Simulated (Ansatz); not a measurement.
Geometry optimisation of Cl₂GeH₄O₂Si, SMILES `O[Si](O)(Cl)[GeH2][Cl]`.

```yaml
crystal:
  periodic: [false, false, false]
  atoms:
    - {symbol: O, position_ang: [-0.089660, 0.902650, -1.723490]}
    - {symbol: Si, position_ang: [-0.623550, 0.032980, -0.479270]}
    - {symbol: O, position_ang: [-0.806280, -1.489030, -1.010750]}
    - {symbol: Cl, position_ang: [-2.406160, 0.705590, 0.203780]}
    - {symbol: Ge, position_ang: [1.074440, 0.338500, 1.086690]}
    - {symbol: Cl, position_ang: [0.902660, -0.997570, 2.711600]}
    - {symbol: H, position_ang: [-0.501440, 0.853240, -2.584830]}
    - {symbol: H, position_ang: [-1.151630, -2.180940, -0.452880]}
    - {symbol: H, position_ang: [2.472100, 0.114880, 0.539120]}
    - {symbol: H, position_ang: [1.129520, 1.719700, 1.710030]}
basis:
  gaussian: {orbitals: def2-TZVP}
hamiltonian: {xc: pbe0, dispersion: d4}
relax: {f_tol: 0.005, max_steps: 150}
```

```sh
$ ansatz run in.yaml --threads 2 --pin off --events-out ev --progress --plain --max-ram 32768MiB --backend cuda --devices 0, --max-vram 18GiB
```

It prints (some lines left out):

```
Functional definition: PBE0
mean field -93585.90334332 eV, -3439.2185130632 hartree, gradient 4.8e-5 eV, S^2 0.000000; 0 other end points of the search recorded, 0 dependent functions left out
relax step   1: F+E_penalty+E_count = -93586.18897631 eV  Δ(F+E_penalty+E_count) = +0.000e0 eV  max|allowed force component| = 7.383e-1 eV/Å  Δτ_max = 0.0000 Å  (28 SCF iters, accepted)
mean field -93585.99619657 eV, -3439.2219253574 hartree, gradient 1.4e-5 eV, S^2 0.000000; 0 other end points of the search recorded, 0 dependent functions left out
relax step   2: F+E_penalty+E_count = -93586.28116997 eV  Δ(F+E_penalty+E_count) = -9.219e-2 eV  max|allowed force component| = 2.049e-1 eV/Å  Δτ_max = 0.0933 Å  (31 SCF iters, accepted)
mean field -93586.01161020 eV, -3439.2224917978 hartree, gradient 1.1e-5 eV, S^2 0.000000; 0 other end points of the search recorded, 0 dependent functions left out
relax step   3: F+E_penalty+E_count = -93586.29735081 eV  Δ(F+E_penalty+E_count) = -1.618e-2 eV  max|allowed force component| = 1.316e-1 eV/Å  Δτ_max = 0.0593 Å  (31 SCF iters, accepted)
mean field -93586.02116353 eV, -3439.2228428763 hartree, gradient 1.1e-5 eV, S^2 0.000000; 0 other end points of the search recorded, 0 dependent functions left out
relax step   4: F+E_penalty+E_count = -93586.30838829 eV  Δ(F+E_penalty+E_count) = -1.104e-2 eV  max|allowed force component| = 7.980e-2 eV/Å  Δτ_max = 0.0690 Å  (30 SCF iters, accepted)
mean field -93586.02290688 eV, -3439.2229069432 hartree, gradient 1.4e-5 eV, S^2 0.000000; 0 other end points of the search recorded, 0 dependent functions left out
relax step   5: F+E_penalty+E_count = -93586.31402799 eV  Δ(F+E_penalty+E_count) = -5.640e-3 eV  max|allowed force component| = 1.610e-1 eV/Å  Δτ_max = 0.1445 Å  (30 SCF iters, accepted)
mean field -93586.02528892 eV, -3439.2229944815 hartree, gradient 1.1e-5 eV, S^2 0.000000; 0 other end points of the search recorded, 0 dependent functions left out
relax step   6: F+E_penalty+E_count = -93586.31561687 eV  Δ(F+E_penalty+E_count) = -1.589e-3 eV  max|allowed force component| = 9.900e-2 eV/Å  Δτ_max = 0.0367 Å  (31 SCF iters, accepted)
mean field -93586.02666945 eV, -3439.2230452150 hartree, gradient 1.2e-5 eV, S^2 0.000000; 0 other end points of the search recorded, 0 dependent functions left out
relax step   7: F+E_penalty+E_count = -93586.31758374 eV  Δ(F+E_penalty+E_count) = -1.967e-3 eV  max|allowed force component| = 1.035e-1 eV/Å  Δτ_max = 0.0627 Å  (32 SCF iters, accepted)
mean field -93586.02664958 eV, -3439.2230444848 hartree, gradient 1.1e-5 eV, S^2 0.000000; 0 other end points of the search recorded, 0 dependent functions left out
relax step   8: F+E_penalty+E_count = -93586.31739753 eV  Δ(F+E_penalty+E_count) = +1.862e-4 eV  max|allowed force component| = 1.110e-1 eV/Å  Δτ_max = 0.0109 Å  (32 SCF iters, rejected (line search))
mean field -93586.02735334 eV, -3439.2230703475 hartree, gradient 1.1e-5 eV, S^2 0.000000; 0 other end points of the search recorded, 0 dependent functions left out
relax step   9: F+E_penalty+E_count = -93586.31818568 eV  Δ(F+E_penalty+E_count) = -6.019e-4 eV  max|allowed force component| = 3.126e-2 eV/Å  Δτ_max = 0.0053 Å  (33 SCF iters, accepted)
mean field -93586.02743544 eV, -3439.2230733648 hartree, gradient 1.1e-5 eV, S^2 0.000000; 0 other end points of the search recorded, 0 dependent functions left out
relax step  10: F+E_penalty+E_count = -93586.31831155 eV  Δ(F+E_penalty+E_count) = -1.259e-4 eV  max|allowed force component| = 8.156e-3 eV/Å  Δτ_max = 0.0070 Å  (32 SCF iters, accepted)
mean field -93586.02743369 eV, -3439.2230733003 hartree, gradient 1.1e-5 eV, S^2 0.000000; 0 other end points of the search recorded, 0 dependent functions left out
relax step  11: F+E_penalty+E_count = -93586.31833615 eV  Δ(F+E_penalty+E_count) = -2.460e-5 eV  max|allowed force component| = 1.534e-2 eV/Å  Δτ_max = 0.0073 Å  (32 SCF iters, accepted)
mean field -93586.02743041 eV, -3439.2230731798 hartree, gradient 1.1e-5 eV, S^2 0.000000; 0 other end points of the search recorded, 0 dependent functions left out
relax step  12: F+E_penalty+E_count = -93586.31837067 eV  Δ(F+E_penalty+E_count) = -3.452e-5 eV  max|allowed force component| = 8.185e-3 eV/Å  Δτ_max = 0.0118 Å  (32 SCF iters, accepted)
mean field -93586.02735693 eV, -3439.2230704793 hartree, gradient 1.1e-5 eV, S^2 0.000000; 0 other end points of the search recorded, 0 dependent functions left out
relax step  13: F+E_penalty+E_count = -93586.31838197 eV  Δ(F+E_penalty+E_count) = -1.130e-5 eV  max|allowed force component| = 4.321e-3 eV/Å  Δτ_max = 0.0052 Å  (32 SCF iters, accepted)
mean field -93586.02734426 eV, -3439.2230700140 hartree, gradient 1.1e-5 eV, S^2 0.000000; 0 other end points of the search recorded, 0 dependent functions left out
relax step  14: F+E_penalty+E_count = -93586.31838689 eV  Δ(F+E_penalty+E_count) = -4.917e-6 eV  max|allowed force component| = 5.101e-3 eV/Å  Δτ_max = 0.0056 Å  (32 SCF iters, accepted)
mean field -93586.02735410 eV, -3439.2230703756 hartree, gradient 1.9e-5 eV, S^2 0.000000; 0 other end points of the search recorded, 0 dependent functions left out
relax step  15: F+E_penalty+E_count = -93586.31839052 eV  Δ(F+E_penalty+E_count) = -3.635e-6 eV  max|allowed force component| = 4.427e-3 eV/Å  Δτ_max = 0.0013 Å  (22 SCF iters, accepted)
mean field -93586.02735410 eV, -3439.2230703756 hartree, gradient 1.8e-5 eV, S^2 0.000000; 1 other end points of the search recorded, 0 dependent functions left out
Total energy: -93586.31842440 eV, -3439.2337670117 hartree
Atom 0 at    -0.136868     0.887771    -1.889893 Å, force     0.000844     0.001820    -0.001264 eV/Å
Atom 1 at    -0.549521     0.068576    -0.550923 Å, force    -0.000062    -0.000718    -0.000159 eV/Å
Atom 2 at    -0.724458    -1.506636    -0.930477 Å, force    -0.002361    -0.004427     0.001822 eV/Å
Atom 3 at    -2.321732     0.762740     0.234001 Å, force     0.000573    -0.000178    -0.000336 eV/Å
Atom 4 at     1.144339     0.390175     1.080418 Å, force     0.000099     0.003344    -0.000839 eV/Å
Atom 5 at     0.672538    -1.163432     2.528373 Å, force     0.000162    -0.001064     0.001069 eV/Å
Atom 6 at    -0.702727     0.836393    -2.663719 Å, force    -0.000274    -0.001098     0.001718 eV/Å
Atom 7 at    -1.038889    -2.100937    -0.245145 Å, force     0.001493     0.003771    -0.002541 eV/Å
Atom 8 at     2.573352     0.103400     0.598288 Å, force    -0.000339    -0.000809    -0.000191 eV/Å
Atom 9 at     1.083967     1.721951     1.839077 Å, force    -0.000135    -0.000641     0.000721 eV/Å
Dipole moment:    -0.042830     0.066551    -0.357194 e Å
```

It took 49 s on 2 threads of an AMD EPYC 7R13 on a shared host and a share of an NVIDIA H100 80 GB, with 0.95 GiB of host memory at the peak.
